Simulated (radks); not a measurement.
Values are calculated unless marked as measured or tabulated.
Coherent X-ray form factor from a spherical all-electron density. Code: a radial shooting solver on a logarithmic mesh with Libxc functionals. Model: Dirac Kohn-Sham, PBE, spin-unpolarised, spherical densities, finite nucleus; Fermi nuclear charge, rms radius of each element as measured or else 0.836 A^(1/3) + 0.57 fm.

sin(theta)/lambda (1/angstrom)  f0 (electrons)
0.05                                    50.126
0.1                                     47.836
0.15                                    44.836
0.2                                     41.726
0.25                                    38.798
0.3                                     36.119
0.4                                     31.415
0.5                                     27.462
0.6                                     24.251
0.8                                     19.808
1                                       16.990
1.25                                    14.228
1.5                                     11.732
2                                        7.942

The species is in the configuration that NIST lists as its ground one. Which atom or ion scatters so?

Answer. The tellurium ion Te+, [Kr] 4d10 5s2 5p3. Extrapolating in s^2 from the first two rows gives f0(0) = 50.9, near the electron count 51; among species with that count, the fall with angle is slower the higher Z, and the table is that of Z = 52; from so few rows the species is fixed only to a neighbour or two.
